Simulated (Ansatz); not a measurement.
Ansatz (a quantum-chemistry and plane-wave program) input (B3LYP/6-31G*):

Ansatz 0.2 input:
```yaml
crystal:
  periodic: [false, false, false]
  atoms:
    - {symbol: C, position_ang: [-1.67917000, -1.26128600, -0.12052100]}
    - {symbol: B, position_ang: [-0.58351000, -0.18098000, -0.11083400]}
    - {symbol: C, position_ang: [-0.89939200, 1.27904900, -0.60047000]}
    - {symbol: C, position_ang: [0.85232700, -0.58777400, 0.40450900]}
    - {symbol: C, position_ang: [1.95037800, 0.47687500, 0.40352800]}
    - {symbol: H, position_ang: [-1.50828900, -2.28305900, 0.20901900]}
    - {symbol: H, position_ang: [-2.69479900, -1.07352500, -0.45740100]}
    - {symbol: H, position_ang: [-0.23216900, 1.55874500, -1.42445200]}
    - {symbol: H, position_ang: [-0.68096600, 2.00493000, 0.19174400]}
    - {symbol: H, position_ang: [-1.92764800, 1.43631400, -0.92955900]}
    - {symbol: H, position_ang: [1.17799600, -1.46049000, -0.18014700]}
    - {symbol: H, position_ang: [0.73118300, -0.99733900, 1.41825700]}
    - {symbol: H, position_ang: [2.13209400, 0.86018700, -0.60303700]}
    - {symbol: H, position_ang: [1.67727300, 1.33132300, 1.02672800]}
    - {symbol: H, position_ang: [2.89801500, 0.08663000, 0.78074000]}
basis:
  gaussian:
    orbitals: 6-31G*
hamiltonian:
  xc: {name: B3LYP}
magnetization: {spin_polarized: true, initial_magnetization: 1}
relax: {f_tol: 0.003, max_steps: 120}
```

Output:

```
Functional definition: B3LYP
integrals: 0.05 GiB planned
1166 factors; integrals over basis functions are off by at most 3.8e-4 eV
mean field: 0.57 GiB planned
mean field evaluation 1: about -4977.0812 eV, gradient 4.5e1 eV
mean field evaluation 2: about -4974.5107 eV, gradient 4.9e1 eV
mean field evaluation 4: about -4986.6965 eV, gradient 1.6e0 eV
mean field evaluation 8: about -4986.7227 eV, gradient 6.3e-2 eV
mean field evaluation 16: about -4986.7227 eV, gradient 6.0e-5 eV
mean field -4986.72268908 eV, -183.2586787017 hartree, gradient 6.0e-5 eV, S^2 0.752456; 0 other end points of the search recorded, 0 dependent functions left out
the calculation of the forces begins
reference -4986.72290012 eV, -183.2586864573 hartree; 20, 19 occupied and 75, 76 virtual orbitals, 1166 factors
relax step   1: F+E_penalty+E_count = -4986.72268908 eV  Δ(F+E_penalty+E_count) = +0.000e0 eV  max|allowed force component| = 1.543e-1 eV/Å  Δτ_max = 0.0000 Å  (28 SCF iters, accepted)
these checks for a lower state are left out or cut short: starts, cluster_reference, orbital_swaps, neighbouring_geometries, increment
integrals: 0.05 GiB planned
1166 factors; integrals over basis functions are off by at most 3.9e-4 eV
mean field: 0.57 GiB planned
mean field -4986.72968947 eV, -183.2589359614 hartree, gradient 1.7e-5 eV, S^2 0.752479; 0 other end points of the search recorded, 0 dependent functions left out
the calculation of the forces begins
reference -4986.72990130 eV, -183.2589437460 hartree; 20, 19 occupied and 75, 76 virtual orbitals, 1166 factors
relax step   2: F+E_penalty+E_count = -4986.72968947 eV  Δ(F+E_penalty+E_count) = -7.000e-3 eV  max|allowed force component| = 4.243e-2 eV/Å  Δτ_max = 0.0175 Å  (25 SCF iters, accepted)
these checks for a lower state are left out or cut short: starts, cluster_reference, orbital_swaps, neighbouring_geometries, increment
integrals: 0.05 GiB planned
1166 factors; integrals over basis functions are off by at most 3.9e-4 eV
mean field: 0.57 GiB planned
mean field -4986.73031417 eV, -183.2589589184 hartree, gradient 1.4e-5 eV, S^2 0.752488; 0 other end points of the search recorded, 0 dependent functions left out
the calculation of the forces begins
reference -4986.73052625 eV, -183.2589667123 hartree; 20, 19 occupied and 75, 76 virtual orbitals, 1166 factors
relax step   3: F+E_penalty+E_count = -4986.73031417 eV  Δ(F+E_penalty+E_count) = -6.247e-4 eV  max|allowed force component| = 8.703e-3 eV/Å  Δτ_max = 0.0050 Å  (25 SCF iters, accepted)
these checks for a lower state are left out or cut short: starts, cluster_reference, orbital_swaps, neighbouring_geometries, increment
integrals: 0.05 GiB planned
1166 factors; integrals over basis functions are off by at most 3.9e-4 eV
mean field: 0.57 GiB planned
mean field evaluation 32: about -4986.7303 eV, gradient 4.5e-5 eV
mean field -4986.73031390 eV, -183.2589589085 hartree, gradient 5.1e-5 eV, S^2 0.752488; 0 other end points of the search recorded, 0 dependent functions left out
the calculation of the forces begins
reference -4986.73052600 eV, -183.2589667033 hartree; 20, 19 occupied and 75, 76 virtual orbitals, 1166 factors
relax step   4: F+E_penalty+E_count = -4986.73031390 eV  Δ(F+E_penalty+E_count) = +2.703e-7 eV  max|allowed force component| = 1.164e-2 eV/Å  Δτ_max = 0.0019 Å  (22 SCF iters, rejected (line search))
these checks for a lower state are left out or cut short: starts, cluster_reference, orbital_swaps, neighbouring_geometries, increment
integrals: 0.05 GiB planned
1166 factors; integrals over basis functions are off by at most 3.9e-4 eV
mean field: 0.57 GiB planned
mean field -4986.73032397 eV, -183.2589592788 hartree, gradient 1.6e-5 eV, S^2 0.752487; 0 other end points of the search recorded, 0 dependent functions left out
the calculation of the forces begins
reference -4986.73053607 eV, -183.2589670731 hartree; 20, 19 occupied and 75, 76 virtual orbitals, 1166 factors
relax step   5: F+E_penalty+E_count = -4986.73032397 eV  Δ(F+E_penalty+E_count) = -9.805e-6 eV  max|allowed force component| = 2.690e-3 eV/Å  Δτ_max = 0.0009 Å  (21 SCF iters, accepted)
integrals: 0.05 GiB planned
1166 factors; integrals over basis functions are off by at most 3.9e-4 eV
mean field: 0.57 GiB planned
mean field -4986.73032397 eV, -183.2589592788 hartree, gradient 1.6e-5 eV, S^2 0.752487; 1 other end points of the search recorded, 0 dependent functions left out
the calculation of the forces begins
reference -4986.73053607 eV, -183.2589670731 hartree; 20, 19 occupied and 75, 76 virtual orbitals, 1166 factors
Total energy: -4986.73053607 eV, -183.2589670731 hartree
Atom 0 at    -1.685642    -1.266802    -0.120620 Å, force     0.000909     0.000187    -0.001197 eV/Å
Atom 1 at    -0.586549    -0.179817    -0.112032 Å, force    -0.000764    -0.000329     0.000534 eV/Å
Atom 2 at    -0.910864     1.287257    -0.606102 Å, force     0.000564     0.001562    -0.000633 eV/Å
Atom 3 at     0.858136    -0.589748     0.406758 Å, force    -0.000405    -0.002690     0.000785 eV/Å
Atom 4 at     1.964507     0.474396     0.408088 Å, force     0.001300     0.001915    -0.000264 eV/Å
Atom 5 at    -1.518155    -2.294025     0.208403 Å, force    -0.000787     0.000152     0.000217 eV/Å
Atom 6 at    -2.706266    -1.080405    -0.457816 Å, force    -0.000108     0.000440     0.000369 eV/Å
Atom 7 at    -0.245721     1.571274    -1.435782 Å, force    -0.000418    -0.000378     0.000235 eV/Å
Atom 8 at    -0.696766     2.018985     0.187699 Å, force    -0.000368    -0.000567    -0.000021 eV/Å
Atom 9 at    -1.944238     1.442081    -0.935985 Å, force    -0.000083    -0.000586     0.000124 eV/Å
Atom 10 at     1.186213    -1.465396    -0.180072 Å, force     0.000291     0.000482    -0.000002 eV/Å
Atom 11 at     0.737870    -1.000267     1.424753 Å, force     0.000363     0.000399    -0.000195 eV/Å
Atom 12 at     2.151559     0.860115    -0.601462 Å, force    -0.000157    -0.000271     0.000167 eV/Å
Atom 13 at     1.694791     1.333229     1.034624 Å, force    -0.000112    -0.000336    -0.000061 eV/Å
Atom 14 at     2.914447     0.078722     0.787650 Å, force    -0.000224     0.000018    -0.000058 eV/Å
Dipole moment:    -0.069493    -0.087238     0.005288 e Å
```

The geometry given is a B3LYP-D3(BJ)/def2-TZVP minimum.
